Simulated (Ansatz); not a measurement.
Basis sets over 5 cases of the atomisation energy at HF with Ansatz (Ga to Br present), each against its own reference: (a) the value in aug-cc-pV5Z; (b) the value in pcseg-4 (pcseg sets are built for DFT). By their distance from other large sets or by the extrapolation step the references are unsure by up to roughly 0.19 kcal/mol. B3LYP-D3(BJ)/def2-TZVP geometries; electronic energies; unrestricted open shells; no added dispersion term; no relativity. Cartesian d functions in some cases of 3-21G, 6-31G, 6-31G*. (X+d) sets on Al to Cl for cc-pVXZ and aug-cc-pVXZ. 

Cases are drawn at random; left out are references unsure by over 0.67 kcal/mol, doubtful singlets, and cases whose largest runs show a restricted determinant unstable towards unrestricted orbitals, <S^2> over 0.1 too high or, where CCSD(T) ran, T1 over 0.025 (0.045 for open shells). Sets are drawn from those converged to one state in every case.

Cases (SMILES) and reference values:
- [Ga][F] (F-Ga) (closed-shell singlet) → F atom + Ga atom: 97.50 kcal/mol (a)
- [GaH] (GaH) (closed-shell singlet) → Ga atom + H atom: 47.70 kcal/mol (a)
- [GeH] (GeH) → Ge atom + H atom: 46.05 kcal/mol (a)
- [Se]Cl (Cl-Se) → Cl atom + Se atom: 26.98 kcal/mol (b)
- BrCl (Cl-Br) → Br atom + Cl atom: 17.73 kcal/mol (b)

| basis | functions over def2-SVP (largest species, mean of cases) | mean signed deviation (kcal/mol) | mean absolute | largest | within 2 kcal/mol |
|---|---|---|---|---|---|
| pcseg-0 | 0.7 | -12.11 | 12.11 | 24.51 | 0 of 5 |
| 3-21G | 0.7 | -9.98 | 10.03 | 23.58 | 2 of 5 |
| 6-31G | 0.8 | -12.45 | 12.45 | 24.45 | 0 of 5 |
| cc-pVDZ | 0.9 | -3.38 | 3.38 | 5.30 | 2 of 5 |
| def2-SVP | 1.0 | -2.32 | 2.34 | 4.93 | 3 of 5 |
| 6-31G* | 1.0 | -3.37 | 3.37 | 5.25 | 1 of 5 |
| aug-cc-pVDZ | 1.3 | -1.87 | 1.87 | 3.92 | 3 of 5 |
| def2-SVPD | 1.3 | -1.73 | 2.49 | 5.48 | 3 of 5 |
| cc-pVTZ | 1.6 | -0.67 | 0.67 | 1.43 | 5 of 5 |
| def2-TZVP | 1.6 | -0.60 | 0.60 | 1.05 | 5 of 5 |
| def2-TZVPD | 1.9 | -0.24 | 0.27 | 0.53 | 5 of 5 |
| def2-TZVPPD | 2.0 | -0.21 | 0.26 | 0.53 | 5 of 5 |
| aug-pcseg-2 | 2.2 | -0.24 | 0.24 | 0.53 | 5 of 5 |
| cc-pVQZ | 2.7 | -0.17 | 0.17 | 0.34 | 5 of 5 |
| pcseg-3 | 2.7 | -0.02 | 0.05 | 0.10 | 5 of 5 |
| def2-QZVP | 2.9 | -0.18 | 0.18 | 0.36 | 5 of 5 |
| def2-QZVPP | 3.2 | -0.10 | 0.11 | 0.28 | 5 of 5 |
| def2-QZVPPD | 3.5 | -0.06 | 0.09 | 0.21 | 5 of 5 |
| aug-pcseg-3 | 3.8 | 0.03 | 0.06 | 0.11 | 5 of 5 |
| cc-pV5Z | 4.2 | -0.09 | 0.09 | 0.22 | 5 of 5 |

Among the sets for which every case ran a larger relative (same family, alike in diffuse functions, listed or not), the smallest listed that holds all cases within 2 kcal/mol together with them is cc-pVTZ, at 1.6 times the functions of def2-SVP, level with def2-TZVP. Inside, though some case ran no larger relative to test it: def2-QZVPP, def2-QZVPPD, aug-pcseg-3, cc-pV5Z. Largest deviations of relatives not listed, over the cases that ran them: def2-TZVPP 1.05, pcseg-4 0.26 kcal/mol. These figures hold for the cases listed.

Ansatz is a quantum-chemistry and plane-wave program.
